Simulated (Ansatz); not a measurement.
`CC[SiH2]O[SiH3]` + `N[SiH3]` → `[SiH3]N[SiH2]O[SiH3]` + ethane  (ligand exchange at the Si–C bond)

Isolated molecules relaxed with PBE0-D4/def2-TZVP in Ansatz; ΔE leaves out vibrations. CCSD(T)/CBS adds triple-zeta CCSD(T) − MP2 to the extrapolated MP2 energy (def2 sets, frozen cores). This one scheme is used for every species. One conformer a species, not always the lowest.

```
             level  ΔE (kcal/mol)
   CCSD/def2-TZVPP          -20.2
SCS-MP2/def2-QZVPP          -20.5
```

(1) What does CCSD(T)/CBS give? (Estimate.)

Largest T1 diagnostic among the species: 0.011.

## Answers

(1) The calculation gave: -19.9 kcal/mol. The listed levels differ from it by -0.3, -0.6 kcal/mol.

In def2-TZVPP, CCSD(T) changes the Hartree–Fock value by +1.5 kcal/mol (the triples alone add +0.1 kcal/mol) and MP2 by +1.2 kcal/mol.
